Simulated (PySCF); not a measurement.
## Electronic absorption of SnCl2(NEt2)2

Compound: SnCl2(NEt2)2, C8H20Cl2N2Sn.
Structure used (PBE0-D3(BJ)/def2-SVP), in Å, numbered top down from 1:
```xyz
33
C8H20Cl2N2Sn angstrom
Sn     0.6441    0.0549    0.5400
Cl     0.6396   -0.3283    2.8716
Cl     2.8338    0.6391   -0.1225
N     -0.5558    1.6654    0.2478
C     -0.6170    2.6135    1.3509
C      0.6111    3.4912    1.5532
C     -0.4620    2.2649   -1.0763
C     -0.8464    1.2983   -2.1801
H     -0.8220    2.0522    2.2766
H     -1.5045    3.2515    1.1785
H      1.5060    2.8833    1.7631
H      0.8279    4.1057    0.6661
H      0.4633    4.1734    2.4043
H     -1.1587    3.1236   -1.0877
H      0.5418    2.6876   -1.2873
H     -0.2181    0.3913   -2.1744
H     -1.8894    0.9694   -2.0642
H     -0.7322    1.7716   -3.1663
N      0.2235   -1.6698   -0.4415
C     -0.9417   -2.3959    0.0391
C     -2.2041   -1.5564   -0.0021
C      1.3585   -2.4951   -0.8252
C      1.9966   -3.3171    0.2864
H     -0.8025   -2.8049    1.0606
H     -1.0682   -3.2731   -0.6224
H     -2.1073   -0.6312    0.5920
H     -2.4405   -1.2541   -1.0330
H     -3.0569   -2.1180    0.4065
H      1.0110   -3.1680   -1.6323
H      2.1207   -1.8435   -1.2814
H      2.3833   -2.6675    1.0883
H      1.2813   -4.0199    0.7401
H      2.8408   -3.9059   -0.1042
```

Theory: PySCF, TDDFT CAM-B3LYP/def2-SVPD, vertical, gas phase, core orbitals frozen in the response, def2 core potentials past Kr. Spin–orbit coupling is left out.

Q: Predict the UV-vis stick spectrum at this level.

A: 

```json
{"state": "S1", "E (eV)": "4.32", "E (hartree)": "0.1588", "f": "0.047", "|μ| (D)": "1.69", "main configurations (H = HOMO, L = LUMO)": "H→L (94%)"}
{"state": "S2", "E (eV)": "4.37", "E (hartree)": "0.1604", "f": "0.036", "|μ| (D)": "1.47", "main configurations (H = HOMO, L = LUMO)": "H-1→L (93%)"}
{"state": "S3", "E (eV)": "6.12", "E (hartree)": "0.2250", "f": "0.0007", "|μ| (D)": "0.17", "main configurations (H = HOMO, L = LUMO)": "H→L+1 (69%), H-2→L (9%)"}
{"state": "S4", "E (eV)": "6.19", "E (hartree)": "0.2276", "f": "0.0025", "|μ| (D)": "0.33", "main configurations (H = HOMO, L = LUMO)": "H-4→L (55%), H-1→L+1 (27%)"}
{"state": "S5", "E (eV)": "6.20", "E (hartree)": "0.2278", "f": "0.031", "|μ| (D)": "1.16", "main configurations (H = HOMO, L = LUMO)": "H-3→L (79%)"}
{"state": "S6", "E (eV)": "6.29", "E (hartree)": "0.2310", "f": "0.045", "|μ| (D)": "1.38", "main configurations (H = HOMO, L = LUMO)": "H-1→L+1 (33%), H-2→L (26%), H-4→L (18%)"}
{"state": "S7", "E (eV)": "6.29", "E (hartree)": "0.2312", "f": "0.078", "|μ| (D)": "1.81", "main configurations (H = HOMO, L = LUMO)": "H-2→L (34%), H-1→L+1 (21%), H-4→L (12%)"}
{"state": "S8", "E (eV)": "6.45", "E (hartree)": "0.2370", "f": "0.035", "|μ| (D)": "1.19", "main configurations (H = HOMO, L = LUMO)": "H-5→L (86%)"}
{"state": "S9", "E (eV)": "6.50", "E (hartree)": "0.2389", "f": "0.010", "|μ| (D)": "0.65", "main configurations (H = HOMO, L = LUMO)": "H→L+2 (53%), H→L+5 (16%), H-1→L+4 (12%)"}
{"state": "S10", "E (eV)": "6.58", "E (hartree)": "0.2418", "f": "0.032", "|μ| (D)": "1.13", "main configurations (H = HOMO, L = LUMO)": "H-1→L+2 (49%), H→L+4 (24%), H-1→L+5 (12%)"}
```

Triplets, Tamm–Dancoff:

```csv
state,E (eV),λ (nm),"main configurations (H = HOMO, L = LUMO)"
T1,3.70,335.3,H→L (90%)
T2,3.83,323.4,H-1→L (89%)
T3,5.67,218.5,H-2→L (84%)
T4,5.73,216.3,H-3→L (86%)
```

The lowest singlet comes at 287 nm (417 kJ/mol) in the ultraviolet; it is of moderate strength; its leading configuration is HOMO→LUMO (94%). The most intense listed level is S7 at 6.29 eV (197 nm, f = 0.078), 1.97 eV above S1. S4/S5 and S6/S7 lie within about 0.01 eV of each other in each set. Löwdin shares by element: HOMO nitrogen 54%, carbon 9% or more (atoms not listed hold the other 37%); LUMO chlorine 40%, tin 25%, nitrogen 12% or more (atoms not listed hold the other 22%). Orbital energies (eV): HOMO-3 -10.25, HOMO-2 -10.05, HOMO-1 -8.15, HOMO -8.01, LUMO -0.62, LUMO+1 1.04, LUMO+2 1.10. The listed states span 2.26 eV, and the widest gap between neighbours is 1.76 eV (S2 to S3). Weighted by f, the mean energy of these states is 5.83 eV. The window holds the lowest 10 singlets.

One conformer stands for the species.
